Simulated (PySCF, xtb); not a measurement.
C4H6BFO, SMILES FB1CC=CCO1.

GFN2-xTB (xtb 6.7.1) at its own geometry gives an orbital gap of 5.13 eV and a dipole moment of 2.99 D.

Geometry: B3LYP-D3(BJ)/def2-SVP. This is a generated structure with no PubChem entry under its InChIKey; it may be hypothetical. Other conformers were not sampled.

Q: What does PySCF with CAM-B3LYP/def2-TZVP give? (An estimate is asked for; the answer gives what the named calculation found.)

A: gap 10.00 eV (levels -8.68 and 1.32 eV), dipole 2.67 D.
